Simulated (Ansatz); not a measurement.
Kohn–Sham single points on CH₄FGaSi.

```yaml
crystal:
  periodic: [false, false, false]
  atoms:
    - {symbol: F, position_ang: [-1.801767, 0.694449, -0.330051]}
    - {symbol: C, position_ang: [-0.503853, 0.514517, -0.659548]}
    - {symbol: Si, position_ang: [0.771721, 0.587160, 0.561975]}
    - {symbol: Ga, position_ang: [0.108949, -1.815839, 0.766337]}
    - {symbol: H, position_ang: [-0.371680, 0.251351, -1.703874]}
    - {symbol: H, position_ang: [0.549030, 1.340324, 1.812841]}
    - {symbol: H, position_ang: [2.136493, 0.620863, -0.006783]}
    - {symbol: H, position_ang: [-0.796794, -2.249826, -0.496697]}
basis:
  gaussian: {orbitals: def2-TZVPP}
hamiltonian: {xc: {name: PBE-QIDH}}
```

```sh
$ ansatz run in.yaml --threads 2 --pin off --events-out ev --progress --plain --max-ram 4352MiB
```

It prints (some lines left out):

```
Functional definition: PBE-QIDH
1277 factors; integrals over basis functions are off by at most 1.1e-3 eV
mean field evaluation 1: about -64036.1565 eV, gradient 3.2e1 eV
mean field evaluation 2: about -64036.3115 eV, gradient 3.2e1 eV
mean field evaluation 4: about -64039.4182 eV, gradient 3.5e0 eV
mean field evaluation 8: about -64039.4694 eV, gradient 4.8e-1 eV
mean field evaluation 16: about -64039.4706 eV, gradient 6.4e-4 eV
mean field -64039.47062452 eV, -2353.4071379387 hartree, gradient 5.2e-6 eV, S^2 0.000000; 0 other end points of the search recorded, 0 dependent functions left out; unrestricted orbitals would lower it
16 core orbitals not correlated: weight in the atoms' cores, before any rotation towards them, 1.000 or more for the frozen orbitals, at most 0.000 for the correlated occupied ones
reference -64039.47063707 eV, -2353.4071384002 hartree; 16, 16 occupied and 176, 176 virtual orbitals, 1277 factors
second order -23.75791995 eV of doubles, -0.00000000 eV of singles
Total energy: -64047.38994372 eV, -2353.6981675517 hartree
```

It took 7.5 s on 2 threads of an Arm Neoverse V1 on a shared host, with 0.5 GiB of host memory at the peak.

Changing it to `hamiltonian: {xc: lda}` (abridged; 1.8 s):

```
Functional definition: SPW92
mean field evaluation 16: about -63932.5313 eV, gradient 7.7e-4 eV
mean field -63932.53126942 eV, -2349.4771891249 hartree, gradient 7.4e-5 eV, S^2 0.000000
Total energy: -63932.53130744 eV, -2349.4771905223 hartree
```

With the line `hamiltonian: {xc: {name: B2PLYP}}` (abridged; 7.5 s):

```
Functional definition: B2PLYP
mean field evaluation 16: about -64051.1842 eV, gradient 5.1e-4 eV
mean field -64051.18424380 eV, -2353.8376055077 hartree, gradient 3.7e-6 eV, S^2 0.000000; unrestricted orbitals would lower it
16 core orbitals not correlated: weight in the atoms' cores, before any rotation towards them, 1.000 or more for the frozen orbitals, at most 0.000 for the correlated occupied ones
second order -25.75733301 eV of doubles, -0.00000000 eV of singles
Total energy: -64058.13888751 eV, -2354.0931839501 hartree
```

Changing it to `hamiltonian: {xc: {name: BLYP}, dispersion: d4}` (abridged; 3.1 s):

```
Functional definition: BLYP
mean field evaluation 16: about -64075.2973 eV, gradient 7.6e-4 eV
mean field -64075.29733031 eV, -2354.7237450924 hartree, gradient 3.3e-5 eV, S^2 0.000000
Total energy: -64075.69491504 eV, -2354.7383560618 hartree
```

Changing it to `hamiltonian: {xc: pbe, dispersion: d4}` and forces (abridged; 3.7 s):

```
Functional definition: PBE
mean field evaluation 16: about -64058.0602 eV, gradient 7.5e-4 eV
mean field -64058.06016454 eV, -2354.0902909340 hartree, gradient 4.5e-5 eV, S^2 0.000000
Total energy: -64058.24250976 eV, -2354.0969919972 hartree
Atom 0 force    -0.598369     0.097857     0.148363 eV/Å
Atom 1 force     0.205176     0.046648    -0.249735 eV/Å
Atom 2 force     0.183901    -0.140868     0.215903 eV/Å
Atom 3 force     0.105855    -0.072341     0.199314 eV/Å
Atom 4 force     0.043393    -0.062083    -0.245037 eV/Å
Atom 5 force    -0.027536     0.107658     0.136091 eV/Å
Atom 6 force     0.152320     0.024776    -0.075683 eV/Å
Atom 7 force    -0.064740    -0.001647    -0.129218 eV/Å
Dipole moment:     0.295079     0.051021     0.018650 e Å
```

With the line `hamiltonian: {xc: {name: LC-wPBE}}` (abridged; 4.1 s):

```
Functional definition: LC-wPBE
mean field evaluation 16: about -64061.8040 eV, gradient 3.1e-4 eV
mean field -64061.80395305 eV, -2354.2278726243 hartree, gradient 2.8e-5 eV, S^2 0.000000
Total energy: -64061.80395306 eV, -2354.2278726246 hartree
```
